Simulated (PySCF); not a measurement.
PySCF input for 1,1-dimethylcyclopropane (C5H10), SMILES C1C(C)(C1)C, PBE0-D3(BJ)/def2-SVP. Geometry optimised at PBE0-D3(BJ)/def2-SVP.

```python
import numpy as np
from pyscf import gto, scf, dft, df
from pyscf.hessian import thermo

mol = gto.M(
    atom='''
    C     0.00000000    1.26962147   -0.96755093
    C     0.00000000    0.00000000   -0.15001977
    C     0.00000000   -1.26962146   -0.96755095
    C    -0.75170353   -0.00000001    1.15199059
    C     0.75170353   -0.00000001    1.15199059
    H    -0.89020603    1.32242017   -1.61586882
    H     0.00000000    2.16289849   -0.32473183
    H     0.89020603    1.32242017   -1.61586882
    H     0.00000000   -2.16289849   -0.32473186
    H    -0.89020603   -1.32242015   -1.61586884
    H     0.89020603   -1.32242015   -1.61586884
    H    -1.26722175   -0.91766197    1.44994543
    H    -1.26722175    0.91766195    1.44994544
    H     1.26722175   -0.91766197    1.44994543
    H     1.26722175    0.91766195    1.44994544
    ''',
    basis='def2-SVP',
    charge=0,
    spin=0,
    max_memory=1600,
    verbose=3,
)
mf = dft.RKS(mol, xc='pbe0').density_fit(auxbasis='def2-universal-jkfit')
mf.disp = 'd3bj'
mf.grids.level = 3
mf.conv_tol = 1e-11
mf.max_cycle = 100
mf.kernel()

# [left out here: the lines that compute and print the analytic Hessian (its translational invariance restored by hand, since the grid's response is missing), thermochemistry and intensities]
```

Program output:

```
[...]
       4   C                 0.00  0.00  0.00   -0.00 -0.01 -0.00   -0.01 -0.00 -0.01
       5   H                 0.04 -0.32 -0.11    0.27 -0.05 -0.35   -0.03  0.33  0.09
       6   H                 0.49 -0.00  0.00    0.00 -0.14  0.22   -0.48 -0.00  0.00
       7   H                 0.04  0.32  0.11   -0.27 -0.05 -0.35   -0.03 -0.33 -0.09
       8   H                -0.49  0.00  0.00    0.00 -0.14 -0.22   -0.48 -0.00 -0.00
       9   H                -0.04 -0.32  0.11   -0.27 -0.05  0.35   -0.03 -0.33  0.09
      10   H                -0.04  0.32 -0.11    0.27 -0.05  0.35   -0.03  0.33 -0.09
      11   H                -0.00 -0.00 -0.00    0.00  0.00  0.04    0.06 -0.05 -0.03
      12   H                 0.00 -0.00  0.00   -0.00  0.00 -0.04    0.06  0.05 -0.03
      13   H                -0.00  0.00  0.00   -0.00  0.00  0.04    0.06  0.05  0.03
      14   H                 0.00  0.00 -0.00    0.00  0.00 -0.04    0.06 -0.05  0.03
Mode                                27                  28                  29
Irrep
Freq [cm^-1]                     1474.2058           1519.3305           3039.9164
Reduced mass [au]                   1.0782              1.9382              1.0371
Force const [Dyne/A]                1.3806              2.6360              5.6467
Char temp [K]                    2121.0539           2185.9783           4373.7629
Normal mode                   x     y     z       x     y     z       x     y     z
       0   C                -0.00 -0.03 -0.02    0.00  0.01 -0.01    0.00 -0.03  0.02
       1   C                -0.00  0.00 -0.01    0.00 -0.00  0.15   -0.00  0.00  0.00
       2   C                -0.00  0.03 -0.02   -0.00 -0.01 -0.01   -0.00 -0.03 -0.02
       3   C                 0.04 -0.00 -0.02    0.08  0.00 -0.06    0.00  0.00 -0.00
       4   C                -0.04 -0.00 -0.02   -0.08  0.00 -0.06    0.00  0.00  0.00
       5   H                -0.21  0.10  0.29    0.09  0.02 -0.15   -0.35  0.01 -0.24
       6   H                 0.00  0.15 -0.25   -0.00 -0.09  0.13   -0.00  0.28  0.21
       7   H                 0.21  0.10  0.29   -0.09  0.02 -0.15    0.35  0.01 -0.24
       8   H                 0.00 -0.15 -0.25   -0.00  0.09  0.13   -0.00  0.28 -0.21
       9   H                -0.21 -0.10  0.29    0.09 -0.02 -0.15    0.35  0.01  0.24
      10   H                 0.21 -0.10  0.29   -0.09 -0.02 -0.15   -0.35  0.01  0.24
      11   H                -0.16  0.14  0.09   -0.16  0.19  0.10   -0.00 -0.00  0.00
      12   H                -0.16 -0.14  0.09   -0.16 -0.19  0.10    0.00 -0.00 -0.00
      13   H                 0.16  0.14  0.09    0.16  0.19  0.10    0.00 -0.00  0.00
      14   H                 0.16 -0.14  0.09    0.16 -0.19  0.10   -0.00 -0.00 -0.00
Mode                                30                  31                  32
Irrep
Freq [cm^-1]                     3043.3815           3127.4886           3128.7623
Reduced mass [au]                   1.0377              1.1040              1.1031
Force const [Dyne/A]                5.6628              6.3623              6.3620
Char temp [K]                    4378.7484           4499.7598           4501.5923
Normal mode                   x     y     z       x     y     z       x     y     z
       0   C                -0.00  0.03 -0.02   -0.06  0.00  0.00    0.06 -0.00 -0.00
       1   C                -0.00  0.00  0.00   -0.00 -0.00  0.00    0.00 -0.00 -0.00
       2   C                -0.00 -0.03 -0.02    0.06 -0.00  0.00    0.06 -0.00  0.00
       3   C                 0.00 -0.00  0.00   -0.00  0.00 -0.00    0.00  0.00  0.00
       4   C                -0.00  0.00  0.00   -0.00 -0.00  0.00    0.00 -0.00 -0.00
       5   H                 0.35 -0.01  0.24    0.38 -0.02  0.28   -0.38  0.02 -0.28
       6   H                 0.00 -0.28 -0.21   -0.01 -0.00 -0.00    0.01  0.00  0.00
       7   H                -0.35 -0.01  0.24    0.38  0.02 -0.28   -0.38 -0.02  0.28
       8   H                -0.00  0.28 -0.21    0.01  0.00 -0.00    0.01  0.00 -0.00
       9   H                 0.35  0.01  0.24   -0.38 -0.02 -0.28   -0.38 -0.02 -0.28
      10   H                -0.35  0.01  0.24   -0.38  0.02  0.28   -0.38  0.02  0.28
      11   H                -0.00 -0.01  0.00    0.00 -0.00  0.00   -0.01 -0.01  0.00
      12   H                -0.00  0.01  0.00   -0.00 -0.00 -0.00   -0.01  0.01  0.00
      13   H                 0.00 -0.01  0.00    0.00  0.00 -0.00   -0.01  0.01 -0.00
      14   H                 0.00  0.01  0.00   -0.00  0.00  0.00   -0.01 -0.01 -0.00
Mode                                33                  34                  35
Irrep
Freq [cm^-1]                     3139.7425           3144.4410           3145.7476
Reduced mass [au]                   1.0521              1.0736              1.1037
Force const [Dyne/A]                6.1109              6.2546              6.4353
Char temp [K]                    4517.3903           4524.1505           4526.0304
Normal mode                   x     y     z       x     y     z       x     y     z
       0   C                -0.00  0.00  0.00    0.00  0.02  0.03   -0.00 -0.04 -0.05
       1   C                -0.00  0.00  0.00    0.00 -0.00  0.01   -0.00 -0.00 -0.00
       2   C                -0.00 -0.00  0.00   -0.00 -0.02  0.03   -0.00 -0.04  0.05
       3   C                 0.04  0.00 -0.02    0.04  0.00 -0.02   -0.00  0.00  0.00
       4   C                 0.04 -0.00  0.02   -0.04  0.00 -0.02    0.00  0.00  0.00
       5   H                 0.01  0.00  0.00   -0.11  0.01 -0.07    0.19 -0.01  0.13
       6   H                -0.00 -0.00 -0.00    0.00 -0.24 -0.17   -0.00  0.47  0.34
       7   H                 0.01 -0.00 -0.00    0.11  0.01 -0.07   -0.19 -0.01  0.13
       8   H                -0.00  0.00 -0.00   -0.00  0.24 -0.18   -0.00  0.47 -0.34
       9   H                 0.01 -0.00  0.00   -0.11 -0.01 -0.07   -0.19 -0.01 -0.13
      10   H                 0.01  0.00 -0.00    0.11 -0.01 -0.07    0.19 -0.01 -0.13
      11   H                -0.22 -0.41  0.13   -0.19 -0.35  0.11   -0.00 -0.01  0.00
      12   H                -0.22  0.41  0.13   -0.19  0.35  0.11    0.01 -0.01 -0.00
      13   H                -0.22  0.41 -0.13    0.19 -0.35  0.11    0.00 -0.01  0.00
      14   H                -0.22 -0.41 -0.13    0.19  0.35  0.11   -0.01 -0.01 -0.00
Mode                                36                  37                  38
Irrep
Freq [cm^-1]                     3147.9949           3232.7978           3242.4940
Reduced mass [au]                   1.0912              1.1208              1.1172
Force const [Dyne/A]                6.3712              6.9013              6.9206
Char temp [K]                    4529.2637           4651.2763           4665.2270
Normal mode                   x     y     z       x     y     z       x     y     z
       0   C                 0.00  0.03  0.04    0.00  0.00  0.00    0.00 -0.00 -0.00
       1   C                 0.00  0.00 -0.00   -0.00 -0.00 -0.00    0.00 -0.00  0.00
       2   C                -0.00 -0.03  0.04   -0.00 -0.00 -0.00    0.00 -0.00  0.00
       3   C                -0.02 -0.00  0.01   -0.00  0.07  0.00    0.00 -0.07 -0.00
       4   C                 0.02 -0.00  0.01   -0.00 -0.07 -0.00   -0.00 -0.07 -0.00
       5   H                -0.16  0.01 -0.11   -0.00  0.00  0.00    0.00  0.00  0.00
       6   H                 0.00 -0.41 -0.29   -0.00 -0.00 -0.00   -0.00  0.01  0.01
       7   H                 0.16  0.01 -0.11   -0.00 -0.00 -0.00   -0.00  0.00  0.00
       8   H                -0.00  0.40 -0.29    0.00  0.00 -0.00    0.00  0.01 -0.01
       9   H                -0.16 -0.01 -0.11    0.00  0.00 -0.00   -0.00  0.00 -0.00
      10   H                 0.16 -0.01 -0.11    0.00 -0.00  0.00    0.00  0.00 -0.00
      11   H                 0.11  0.21 -0.07   -0.22 -0.40  0.13    0.22  0.40 -0.13
      12   H                 0.11 -0.21 -0.07    0.22 -0.40 -0.13   -0.22  0.40  0.13
      13   H                -0.11  0.21 -0.07   -0.22  0.40 -0.13   -0.22  0.40 -0.13
      14   H                -0.11 -0.21 -0.07    0.22  0.40  0.13    0.22  0.40  0.13
temperature 298.1500 [K]
pressure 101325.00 [Pa]
Rotational constants [GHz] 6.17495 5.20611 3.81620
Symmetry number 2
Zero-point energy (ZPE) 0.13752 [Eh]   361051.001 [J/mol]
                           tot       elec      trans        rot        vib
Entropy [J/mol/K]       303.347      0.000    161.756    100.404     41.187
Cv [J/mol/K]             92.834      0.000     12.472     12.472     67.891
Cp [J/mol/K]            101.149      0.000     20.786     12.472     67.891
Internal energy [J/mol]                      3718.434   3718.434 369098.114
Internal energy [Eh]   -196.01314  -196.15655
Enthalpy [J/mol]                             6197.391   3718.434 369098.114
Enthalpy [Eh]          -196.01219
Gibbs free energy [J/mol]                  -42030.091 -26217.160 356818.281
Gibbs free energy [Eh] -196.04664
static polarisability / bohr^3: [[50.664  0.    -0.   ]
 [-0.    53.347 -0.   ]
 [ 0.    -0.    56.016]]
largest difference of analytic and finite-field dipole derivatives / e: 0.0002430683107440268
mode   freq/cm-1   IR/(km/mol)   Raman/(A^4/amu)   depolarisation
   1      221.30         0.000             0.196            0.750
   2      246.98         0.031             0.095            0.750
   3      331.43         0.000             0.368            0.750
   4      355.66         0.003             1.209            0.573
   5      366.46         0.809             0.001            0.750
   6      396.22         1.510             0.357            0.750
   7      715.44         2.230            10.012            0.262
   8      783.62         0.009             1.713            0.750
   9      883.46         0.000             0.219            0.750
  10      884.70         4.742            13.878            0.750
  11      952.53         0.032             4.411            0.750
  12      967.46         1.340             4.804            0.750
  13      972.53        17.908             9.544            0.449
  14     1038.96         5.468             1.774            0.348
  15     1049.68         0.000             0.673            0.750
  16     1069.02         0.549             0.979            0.750
  17     1106.73         0.381            10.179            0.207
  18     1154.01         8.147             2.642            0.750
  19     1171.85         0.000             4.961            0.750
  20     1321.60         0.100             1.032            0.750
  21     1357.55         0.503            16.473            0.431
  22     1407.26        10.751             2.913            0.750
  23     1408.21         0.150             5.352            0.296
  24     1432.18         6.499            10.519            0.750
  25     1449.02         0.000            24.387            0.750
  26     1463.78         3.828             0.870            0.750
  27     1469.05         7.290             0.273            0.750
  28     1474.21         8.987            22.680            0.750
  29     1519.33         0.646             3.453            0.281
  30     3039.92        28.971             1.509            0.750
  31     3043.38        33.699           265.152            0.005
  32     3127.49         0.000            12.420            0.750
  33     3128.76        42.429           146.367            0.750
  34     3139.74        14.910            33.598            0.750
  35     3144.44         0.551           135.060            0.032
  36     3145.75        11.189            44.670            0.750
  37     3147.99        33.851           134.790            0.347
  38     3232.80         0.000            89.865            0.750
  39     3242.49        12.739            42.457            0.750
max |gradient| / (hartree/bohr): 2.1034243973613856e-05
APT charges: [ 0.0541  0.0775  0.0541 -0.043  -0.043  -0.0216 -0.0114 -0.0216 -0.0114
 -0.0216 -0.0216  0.0023  0.0023  0.0023  0.0023]
```

The run converged.

Cost: very roughly 10 core-minutes.
